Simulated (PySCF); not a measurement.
Lowest triplet excitation (TDA) (eV) of eight silicon and germanium compounds: TDA-PBE beside TDA-PBE0, computed with PySCF for isolated molecules in the bases named; differences from unrounded values. The eight are the first of their class met in an unordered collection, after screening for sound electronic states; none was chosen by its value. Each molecule has one DFT geometry for both levels.

```csv
molecule,basis,TDA-PBE0,TDA-PBE,difference
"CH7NOSi3, SMILES O[Si@H]1N=C([SiH3])[SiH2]1",def2-SVPD,2.36,2.29,-0.07
"CH9NSi2, SMILES CN([SiH3])[SiH3]",def2-SVPD,5.44,4.83,-0.61
"BH₇OSi₂, SMILES OB([SiH3])[SiH3]",def2-SVPD,3.34,3.21,-0.13
"CH₁₁NSi₄, SMILES C1[SiH2][SiH]([SiH2]1)[SiH2]N",def2-SVPD,4.77,[?],[?]
"C2H7ClSi3, SMILES C=C1[SiH2][SiH2][Si@H]1Cl",def2-SVPD,3.54,3.31,-0.23
"C2H5ClOSi, SMILES C=C[Si@H](O)Cl",def2-SVPD,4.07,4.22,0.15
"ClF3H2OSi2, SMILES Cl[SiH2]O[Si](F)(F)F",def2-SVPD,7.21,[?],[?]
"C2H9NOSi2, SMILES C1N(C)[SiH2][Si@@H]1O",def2-SVPD,4.62,[?],[?]
```

Q: Fill in the missing entries. (Estimate from the structure and the level; the computed values follow.)

A: 
- C2H9NOSi2, SMILES C1N(C)[SiH2][Si@@H]1O, TDA-PBE: 3.88
- C2H9NOSi2, SMILES C1N(C)[SiH2][Si@@H]1O, difference: -0.74
- CH₁₁NSi₄, SMILES C1[SiH2][SiH]([SiH2]1)[SiH2]N, TDA-PBE: 4.47
- CH₁₁NSi₄, SMILES C1[SiH2][SiH]([SiH2]1)[SiH2]N, difference: -0.30
- ClF3H2OSi2, SMILES Cl[SiH2]O[Si](F)(F)F, TDA-PBE: 6.56
- ClF3H2OSi2, SMILES Cl[SiH2]O[Si](F)(F)F, difference: -0.65

TDA-PBE lies below TDA-PBE0 in 7 and above it in 1 of the eight; the mean signed difference is -0.32 and the largest -0.74 eV.
